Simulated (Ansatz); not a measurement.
A nudged elastic band was laid between two geometries of C2H3BCl (7 atoms, charge -1, multiplicity 1).

These are results of RKS PBE/def2-SVP in Ansatz, not measurements.

* movable images: 5
* climbing image: yes
* spring: 5.0 eV/Å²
* optimiser: quadratic models (default)
* start path: through a guess of the saddle point
* force threshold: 0.05 eV/Å
* iteration limit: 60
* end points: relaxed

Image 0:

```xyz
7
Properties=species:S:1:pos:R:3
C -1.435 0.956 0.108
C -0.194 0.473 0.562
B 0.759 -0.512 -0.069
Cl 0.454 -1.343 -1.674
H -1.599 0.425 -0.888
H 0.178 0.868 1.549
H 1.837 -0.868 0.412
```

Image 6:

```xyz
7
Properties=species:S:1:pos:R:3
C -0.985 0.928 -0.020
C -0.247 0.298 0.931
B 0.508 -0.302 -0.236
Cl 0.145 -2.072 -0.863
H -0.559 0.719 -1.083
H -0.405 0.313 2.023
H 1.543 0.116 -0.754
```

Question: What changes between the two ends?

Answer: No bond is made or broken. The dihedral H6–C2–B3–Cl4 goes from 180 to 74°.

Question: Give the energies along the band, and the barrier.

Answer: The forces met the threshold. The highest image is number 2 of 0 to 6, 1.1 kcal/mol above the first end and 9.3 kcal/mol above the last; the last end lies 8.2 kcal/mol below the first. A vibrational analysis at the climbing image gives one clearly imaginary mode, 192i cm⁻¹: a first-order saddle point. Limits of this set-up: an anion without diffuse functions, the dipole of an ion depends on the origin.

| image | path coordinate (Å) | energy (kcal/mol) | dihedral H6–C2–B3–Cl4 (°) |
| --- | --- | --- | --- |
| 0 | 0.00 | 0.0 | 180 |
| 1 | 0.54 | 0.5 | 167 |
| 2 | 1.07 | 1.1 | 150 |
| 3 | 1.47 | 0.3 | 136 |
| 4 | 1.87 | -2.4 | 119 |
| 5 | 2.26 | -6.3 | 99 |
| 6 | 2.66 | -8.2 | 74 |

Question: What is the geometry of the highest image?

Answer: 
```xyz
7
Properties=species:S:1:pos:R:3:forces:R:3
C -1.184 1.078 -0.018 0.00 0.00 0.00
C -0.303 0.310 0.737 0.00 0.00 0.01
B 0.692 -0.505 -0.068 -0.01 0.00 0.00
Cl 0.240 -1.682 -1.419 0.00 0.00 0.00
H -1.269 0.619 -1.052 0.00 0.00 0.00
H -0.095 0.602 1.797 0.00 0.00 0.00
H 1.919 -0.421 0.023 0.01 0.00 0.00
```

Question: What are the harmonic wavenumbers there?

Answer: 192i, 224, 372, 541, 693, 736, 966, 1003, 1030, 1147, 1257, 1400, 2412, 2771, 2864 cm⁻¹.

Time of the run: 3.5 min on 1 thread of Intel(R) Xeon(R) Platinum 8259CL CPU @ 2.50GHz (Skylake/Cascade Lake), on a shared host, peak memory 0.15 GiB.
